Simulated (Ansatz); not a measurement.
Total energies of InF3 from Ansatz at r2SCAN-D4/def2-TZVP, gas phase (1 Eh = 27.2114 eV = 2625.5 kJ/mol). The reference geometry is relaxed at PBE0-D4/def2-TZVP.

Cartesian coordinates in Å:
```
In 0.000 0.000 0.001
F 0.304 1.256 -1.418
F -0.278 -1.854 -0.406
F -0.027 0.598 1.823
```

```
                 state   geometry  energy (Eh)
      charge 0 singlet  reference   -489.83028
      charge 1 doublet  reference   -489.35119
free In atom (doublet)          –   -190.18147
 free F atom (doublet)          –    -99.72763
```

In the def2 sets In takes a core potential; there is no spin–orbit coupling.

(1) Work out the vertical ionisation energy to the doublet.

(2) What is the binding energy per atom against free atoms?

(1) E(charge 1 doublet) − E(charge 0 singlet) = -489.35119 − (-489.83028) = 0.47909 Eh = 13.04 eV. For comparison, −ε of the highest occupied level is 9.62 eV at this level, 3.42 eV less.

(2) Atoms: 1 × (-190.18147) + 3 × (-99.72763) = -489.36436 Eh. Binding: -489.36436 − (-489.83028) = 0.46592 Eh = 12.68 eV, or 3.17 eV for each of 4 atoms (no zero-point energy, no counterpoise term).
